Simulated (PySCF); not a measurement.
Two species compared at the same levels of theory.

First species: B2Cl2H4N2.
Z-matrix (Å and degrees, PBE0-D3(BJ)/def2-SVP geometry), rows numbered from 1:
```
N 
B   1  1.4111
N   2  1.4114  1  123.55
B   2  1.7138  1  118.16  3  -179.94
Cl  4  1.7614  2  121.50  1   179.11
Cl  4  1.7622  2  121.70  1    -0.76
H   1  1.0109  2  125.04  3     0.29
H   1  1.0102  2  120.97  3   179.78
H   3  1.0101  2  121.08  1   179.97
H   3  1.0109  2  125.00  1    -0.08
```

Second species: C5H8Si.
SMILES with atom numbers: `[CH:1]#[C:2][C@:3]1([CH3:4])[CH2:5][SiH2:6]1` (hydrogens: H7 on C1; H8, H9, H10 on C4; H11, H12 on C5; H13, H14 on Si6)

Geometry (PBE0-D3(BJ)/def2-SVP, Å), atoms numbered from 1 in this order:
```xyz
14
C5H8Si angstrom
C      1.696    0.400    2.051
C      0.950    0.273    1.102
C      0.064    0.124   -0.022
C      0.180    1.200   -1.088
C     -1.372   -0.355    0.313
Si    -0.355   -1.644   -0.554
H      2.361    0.510    2.887
H     -0.473    0.980   -1.947
H      1.212    1.280   -1.458
H     -0.118    2.180   -0.680
H     -1.593   -0.487    1.377
H     -2.173    0.161   -0.229
H      0.193   -2.782    0.221
H     -0.580   -1.885   -2.002
```

Levels: CAM-B3LYP/def2-SVPD for dipole moment, HOMO energy, LUMO energy, HOMO–LUMO gap, static isotropic polarisability and electronic spatial extent ⟨r²⟩ about the centre of nuclear charge; TDDFT CAM-B3LYP/def2-SVPD for lowest singlet excitation; PBE0-D3(BJ)/def2-SVP for rotational constant A and rotational constant C. Geometries: PBE0-D3(BJ)/def2-SVP. Each structure is a single optimised conformer of the isolated species, non-relativistic unless stated; the electronic structure was computed with PySCF and density fitting.

The conformers computed, where there is a choice (atom-mapped SMILES and torsion angles):
- `[NH2:1][B:2]([NH2:3])[B:4]([Cl:5])[Cl:6]`: N1–B2–B4–Cl5 179°, H–N1–B2–N3 0°, H–N1–B2–N3 180°, H–N3–B2–N1 180°, H–N3–B2–N1 0°

| property | column X | column Y |
| --- | --- | --- |
| dipole moment | 2.65 D | 1.10 D |
| HOMO energy | -8.70 eV | -7.74 eV |
| LUMO energy | -0.70 eV | 0.80 eV |
| HOMO–LUMO gap | 8.00 eV | 8.54 eV |
| lowest singlet excitation | 4.96 eV | 5.65 eV |
| static isotropic polarisability | 72.6 au | 86.9 au |
| electronic spatial extent ⟨r²⟩ about the centre of nuclear charge | 1022 bohr² | 742 bohr² |
| rotational constant A | 2.367 GHz | 4.160 GHz |
| rotational constant C | 1.039 GHz | 1.872 GHz |

Problem. Which column belongs to which species?

Solution. Column X is the first species and column Y the second. The first has 10 atoms and 62 electrons, the second 14 and 52.

Problem. How does each property change from the first species to the second?

Solution. dipole moment -1.55 D; HOMO energy +0.96 eV; LUMO energy +1.50 eV; HOMO–LUMO gap +0.54 eV; lowest singlet excitation +0.69 eV; static isotropic polarisability +14.3 au; electronic spatial extent ⟨r²⟩ about the centre of nuclear charge -280 bohr²; rotational constant A +1.793 GHz; rotational constant C +0.833 GHz.

On the first: No computed singlet falls in the visible range (750 to 380 nm, 1.65 to 3.26 eV); S1 lies 1.70 eV above its blue end. The polarisability is 10.76 Å³ as a volume (1 au = 0.148185 Å³), or 1.17 au for each of the 62 electrons.

On the second: The dipole matches unit charges of opposite sign 0.23 Å apart (1 e·Å = 4.8032 D). The principal polarisabilities are 70.9, 83.0 and 107.0 au; their mean is the isotropic value.
